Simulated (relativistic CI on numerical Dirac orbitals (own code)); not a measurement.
**Spin-allowed bands of a d7 ion in a tetrahedral site, by hand**

Problem. A d7 ion in a tetrahedral site has a 4A2 ground term and spin-allowed bands at ν1 = 8500 and ν2 = 14079 cm⁻¹ (from a computed ligand-field model). Find Δ and the Racah parameter B, and predict the third band.

Working.
1. The F term splits into A2 (−1.2Δ), T2 (−0.2Δ) and T1 (+0.6Δ), so ν1 = E(T2) − E(A2) = Δ = 8500 cm⁻¹.
2. T1(F) mixes with T1(P), which lies at 15B, through an element 0.4Δ. The two roots, counted from A2, are ν2,3 = ½(15B + 3Δ) ∓ ½√[(15B − Δ)² + 12BΔ].
3. Solving the lower root for B gives B = (2ν1² + ν2² − 3ν1ν2)/(15ν2 − 27ν1) = -16296259/-18315 = 890 cm⁻¹.
4. The sum of the roots is 15B + 3Δ, so ν3 = 15B + 3ν1 − ν2 = 24768 cm⁻¹ (404 nm).

Check. The bands were computed by exact diagonalisation of the d7 shell with B = 890 and Δ = 8500 cm⁻¹, which gives ν3 = 24771 cm⁻¹. C does not enter the terms of highest spin.
